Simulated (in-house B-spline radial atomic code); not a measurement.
Eu²⁺. Computed with a B-spline radial atomic code. Model: all-electron spherical atom, spin shells full or empty, radial basis limit, no spin-orbit coupling, Breit or QED, empty-state partial waves extrapolated as (l+1/2)^-4, RPA, G0W0 and static COHSEX of the highest shell as one setting changes (uncorrelated shells keep exact exchange).

Without the two-electron picture change, core correlation of heavy ions comes too large.

Given: element Eu; charge 2; filled core Xe; hamiltonian one-electron scalar X2C; mean-field start PBE; highest l of empty states 9; nuclear rms radius 5.1115 fm; highest mean-field shell 4f up.

Shell: 4f 7 0 (electrons up and down).

| lowest nl shells left uncorrelated | RPA correlation energy (hartree) | G0W0 level (eV) | G0W0 minus most complete (meV) | COHSEX level (eV) | linearised minus solved G0W0 (meV) |
| --- | --- | --- | --- | --- | --- |
| 0 | -5.2717 | -24.766 | 0 | -31.452 | -246.1 |
| 1 | ? | ? | ? | ? | ? |
| 2 | -4.8722 | -24.766 | 0.3 | -31.452 | -246.1 |
| 3 | -4.2885 | -24.765 | 1.3 | -31.45 | -246 |
| 4 | -4.0995 | -24.757 | 9.1 | -31.44 | -245 |
| 5 | ? | ? | ? | ? | ? |
| 6 | -2.5942 | -24.668 | 98.1 | -31.492 | -234.8 |
| 7 | -2.4181 | -24.643 | 123.4 | -31.419 | -232 |
| 8 | -1.8928 | -24.575 | 191.2 | -31.173 | -225.9 |
| 9 | -0.93665 | -24.493 | 273 | -30.678 | -227.4 |
| 10 | -0.77861 | -24.505 | 260.7 | -30.52 | -243.5 |
| 11 | -0.31238 | -24.74 | 26.2 | -29.794 | -338.1 |

(1) What follows for lowest nl shells left uncorrelated = 5?

(2) What follows for lowest nl shells left uncorrelated = 1?

Answers

(1) RPA correlation energy -3.5286 hartree; G0W0 level -24.726 eV; G0W0 minus most complete 40.4 meV; COHSEX level -31.415 eV; linearised minus solved G0W0 -241.3 meV.

(2) RPA correlation energy -5.0746 hartree; G0W0 level -24.766 eV; G0W0 minus most complete 0 meV; COHSEX level -31.452 eV; linearised minus solved G0W0 -246.1 meV.
